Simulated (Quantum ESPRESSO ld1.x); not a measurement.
The numbers below are computed, except where a source is named.
Task: The mean radii <r> (bohr) of the occupied orbitals of an atom or ion are listed with their occupations. Code: ld1.x of Quantum ESPRESSO 7.5. Model: scalar-relativistic Kohn-Sham, PBE, spin-unpolarised, spherical densities, point nucleus.

| orbital | occ. | <r> |
|---|---|---|
| 1s | 2 | 0.03263 |
| 2s | 2 | 0.1419 |
| 2p | 6 | 0.1237 |
| 3s | 2 | 0.3906 |
| 3p | 6 | 0.3905 |
| 3d | 10 | 0.3704 |
| 4s | 2 | 0.9777 |
| 4p | 6 | 1.075 |
| 4d | 7 | 1.444 |

Name the element and its charge.

Result: Z = 45, rhodium, charge +2: Rh2+ in [Kr] 4d7. The 1s radius gives Z: for a bare nucleus <r> = (2 gamma + 1)/(2Z) with gamma = sqrt(1 - (Z/c)^2), 0.0321 bohr for Z = 45, and screening makes it slightly larger (0.03263 here). The occupations add up to 43, and the charge is Z minus that.
